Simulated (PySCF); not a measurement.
**Br⁺ (bromine, charge +1) across methods**

[Ar] 3d10 4s2 4p4, high-spin 3P determinant. Computed with PySCF 2.14 in x2c-TZVPPall, with the spin-free X2C one-electron Hamiltonian (Gaussian nucleus). The B2PLYP total includes its PT2 part (frozen core); its orbital energies are those of the SCF part.

```tsv
method	E (hartree)	mean ε 4s β (eV)	mean ε 4p α (eV)	mean ε 4p β (eV)	Σ⟨r²⟩ (bohr²)	⟨S²⟩
PBE0	-2605.483	-30.837	-19.799	-17.921	31.40	2.003
BP86	-2606.102	-29.376	-18.310	-16.660	31.40	2.002
B2PLYP	-2605.344	-32.363	-21.092	-19.109	31.54	2.004
M06-L	-2605.683	-29.181	-18.545	-16.555	31.22	2.004
r2SCAN	-2605.754	-29.378	-18.767	-16.889	31.32	2.004
PBE	-2605.423	-29.184	-18.247	-16.514	31.46	2.002
revPBE	-2605.607	-29.051	-18.227	-16.483	31.44	2.003
UHF	-2604.02086	-34.491	-23.559	-21.099	31.64	2.009
```

Question: Estimate the same row for LDA.

Answer: E (hartree) = -2602.034; mean ε 4s β (eV) = -29.577; mean ε 4p α (eV) = -18.313; mean ε 4p β (eV) = -16.624; Σ⟨r²⟩ (bohr²) = 31.45; ⟨S²⟩ = 2.001.
